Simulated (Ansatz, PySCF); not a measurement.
Isomers of CH3B2N. All species are isolated molecules in the gas phase. One relaxed conformer stands for each flexible species; it need not be the lowest. Strings in code marks are SMILES.

Quantity: vertical ionisation energy (energy after one electron is removed minus that of the parent at the parent's geometry), in eV.

Level 1: frozen-core CCSD(T)/cc-pVTZ // PBE0-D3(BJ)/def2-TZVP (Ansatz, a program for electronic structure)
Level 2: ωB97X-D3(BJ)/def2-TZVP // PBE0-D3(BJ)/def2-TZVP (PySCF)
Level 3: PBE/6-31G* // PBE0-D3(BJ)/def2-TZVP (PySCF)
Level 4: minus the HOMO energy of PBE0-D3(BJ)/def2-TZVP (PySCF)

| species | level 2 | level 3 | level 4 |
|---|---|---|---|
| `[H]/B=C/N=B` | 8.11 | 7.95 | 5.96 |
| `B=C=BN` | 8.57 | 8.33 | 6.45 |
| `B=NB=C` | 7.98 | 7.82 | 5.87 |

Q: What does level 1 give for each, and how far do the other levels lie from it on average?

A: 
- `[H]/B=C/N=B`: 8.27
- `B=C=BN`: 8.66
- `B=NB=C`: 8.03
Mean absolute difference from level 1, which has limits of its own, over these rows (drawn at random from the members that have all these levels): level 2 0.098 eV, level 3 0.287 eV, level 4 2.23 eV.
